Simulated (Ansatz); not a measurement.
Geometry optimisation, RKS LDA/def2-SVP (Ansatz).

input.yaml

```yaml
crystal:
  periodic: [false, false, false]
  atoms:
    - { symbol: Ta, position_ang: [0.0, 0.0, 0.0] }
    - { symbol: "N", position_ang: [2.51, 0.0, 0.0] }
    - { symbol: H, position_ang: [3.04, -0.5118, 0.762] }
    - { symbol: H, position_ang: [3.04, 0.5118, -0.762] }
    - { symbol: F, position_ang: [0.0, 0.0, 1.93] }
    - { symbol: F, position_ang: [0.0, 0.0, -1.93] }
    - { symbol: Cl, position_ang: [-1.235, 2.139, 0.0] }
    - { symbol: F, position_ang: [-0.965, -1.6714, 0.0] }
    - { symbol: O, position_ang: [0.7315, 1.9594, -1.004] }
    - { symbol: H, position_ang: [1.5389, 1.763, -1.5782] }
    - { symbol: H, position_ang: [1.9671, 1.2341, -0.6323] }
basis:
  gaussian: { orbitals: def2-SVP }
hamiltonian:
  xc: lda
relax:
  f_tol: 0.15
  max_steps: 25
  restrain:
    - { distance: [0, 8], at: 3.22, k: 30.0 }
    - { distance: [10, 1], at: 2.26, k: 30.0 }
    - { distance: [0, 1], at: 2.16, k: 30.0 }
    - { distance: [10, 8], at: 1.01, k: 30.0 }
```

Run as:

```bash
$ ansatz run input.yaml --threads 4 --pin off --max-ram 5120MiB --backend cpu --events-out ev --progress --plain --runs-dir out
```

Task: Where does it end, and by what steps?

Result: The run converged. The restraints hold the end off the free minimum. After 10 steps the energy has fallen by 5.321 eV (the restraints' own energy left out); O9 moved furthest, 0.92 Å. Parted: Ta1–O9 (2.32 → 3.21 Å). Joined: O9–H11 (1.48 → 0.99 Å).

```json
{"step": "0", "energy less start (eV)": "0.0000", "largest force component (eV/Å)": "4.782", "accepted": "yes"}
{"step": "1", "energy less start (eV)": "-0.3866", "largest force component (eV/Å)": "4.386", "accepted": "yes"}
{"step": "2", "energy less start (eV)": "-1.1915", "largest force component (eV/Å)": "5.382", "accepted": "yes"}
{"step": "3", "energy less start (eV)": "-2.4912", "largest force component (eV/Å)": "4.686", "accepted": "yes"}
{"step": "4", "energy less start (eV)": "-3.9608", "largest force component (eV/Å)": "2.612", "accepted": "yes"}
{"step": "5", "energy less start (eV)": "-4.4953", "largest force component (eV/Å)": "2.015", "accepted": "yes"}
{"step": "6", "energy less start (eV)": "-4.9959", "largest force component (eV/Å)": "2.067", "accepted": "yes"}
{"step": "7", "energy less start (eV)": "-5.1191", "largest force component (eV/Å)": "2.135", "accepted": "yes"}
{"step": "8", "energy less start (eV)": "-5.2762", "largest force component (eV/Å)": "2.453", "accepted": "yes"}
{"step": "9", "energy less start (eV)": "-5.3067", "largest force component (eV/Å)": "2.095", "accepted": "yes"}
{"step": "10", "energy less start (eV)": "-5.3209", "largest force component (eV/Å)": "2.207", "accepted": "yes"}
```

```xyz
11
Properties=species:S:1:pos:R:3
Ta 0.032 -0.075 0.063
N 2.122 -0.101 0.082
H 2.629 -0.288 0.956
H 2.681 -0.295 -0.758
F 0.300 -0.167 1.914
F 0.319 -0.049 -1.803
Cl -1.447 1.657 0.204
F -0.828 -1.715 -0.003
O 1.435 2.518 -1.198
H 1.247 1.930 -1.959
H 2.137 2.009 -0.712
```

The run took 19 s on 4 threads of Arm Neoverse V2, on a shared host, peak memory 0.21 GiB.
